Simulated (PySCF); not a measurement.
# Li: excitation energy

Li [He] 2s1 (2S) → Li [He] 2p1 (2P), as a difference of total energies. All numbers are calculated (PySCF 2.14, no relativity, point nucleus, in def2-QZVPPD). Correlated levels: valence and next inner shell: nothing frozen. The calculations carry no spin-orbit coupling.

```
                                method  excitation energy (eV)
                                   UHF                   1.842
                                   LDA                   1.603
                                   PBE                   1.559
                                  PBE0                   1.642
                                r2SCAN                   1.614
                                 TPSSh                   1.617
                               wB97X-V                   1.801
                             BHandHLYP                   1.713
    MP2 (valence and next inner shell)                   1.847
SCS-MP2 (valence and next inner shell)                   1.850
```

Errors of the correlated levels include the incompleteness of this basis.

For comparison: 1.848 eV (measured; NIST levels, between the centres of gravity of the two terms).
